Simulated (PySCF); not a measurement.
## How methods differ on the ionisation energy of Be²⁺

Be²⁺ 1s2 (1S) → Be³⁺ 1s1 (2S), as a difference of total energies. All numbers are calculated (PySCF 2.14, the non-relativistic Hamiltonian (point nucleus), in cc-pVDZ (3s2p1d, 14 functions)). Correlated levels: valence: nothing frozen. The calculations carry no spin-orbit coupling.

```tsv
method	ionisation energy (eV)	difference from reference (eV)
UHF	153.97	+0.07
LDA	152.85	-1.05
MN15	155.37	+1.47
MP2 (valence)	153.98	+0.08
SCS-MP2 (valence)	153.98	+0.08
CCSD (valence)	153.98	+0.08
```

Reference: 153.90 eV (theoretical estimate listed by NIST; NIST Atomic Spectra Database, ionization energies).

Errors of the correlated levels include the incompleteness of this basis.

With two correlated electrons CCSD is exact in that space.
